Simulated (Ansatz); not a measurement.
Stepwise reaction of `C[Si](C)(S)Cl` with hydrogen, as a gas-phase model of exchange steps in deposition or etching. ΔE in kJ/mol; ΔG adds harmonic PBE0-D4 terms to CCSD(T)/CBS, at 1 bar.

Computed with Ansatz on PBE0-D4/def2-TZVP structures; ΔE is electronic, products minus reactants. CCSD(T)/CBS adds triple-zeta CCSD(T) − MP2 to the extrapolated MP2 energy (def2 sets, frozen cores). This one scheme is used for every species. Functionals use def2-TZVPP. B3LYP here is the variant with VWN-RPA as its local correlation; programs differ in this. Each species was taken in one conformer, which may not be the lowest.

```json
{"step": "1", "reaction": "`C[Si](C)(S)Cl` + H₂ → `C[SiH](S)Cl` + CH₄", "PBE-D4": "-13.1", "B3LYP-D4": "-17.4", "ωB97M-V": "-14.2", "CCSD(T)/CBS": "-14.5", "ΔG(500 K)": "-10.3"}
```

Problem. Give the row of step 2, `C[SiH](S)Cl` + H₂ → `S[SiH2]Cl` + CH₄. (Estimate.)

Solution. The calculation gave: 
```tsv
step	reaction	PBE-D4	B3LYP-D4	ωB97M-V	CCSD(T)/CBS	ΔG(500 K)
2	`C[SiH](S)Cl` + H₂ → `S[SiH2]Cl` + CH₄	-12.7	-17.6	-14.2	-14.5	-10.3
```

Problem. By hand: ΔE of the 2 steps together at CCSD(T)/CBS.

Solution. (-14.5) + (-14.5) = -29.0 kJ/mol, or -14.5 kJ/mol a step.

In ΔE the steps differ by no more than 0.0 kJ/mol. All are downhill at CCSD(T)/CBS. ΔG lies between -10.3 and -10.3 kJ/mol a step. PBE-D4 differs from CCSD(T)/CBS by 1.4 to 1.8 kJ/mol a step. Only this route is followed, and other bonds may react first. Isolated molecules leave out the surface, adducts and barriers. Largest T1 diagnostic: 0.010.
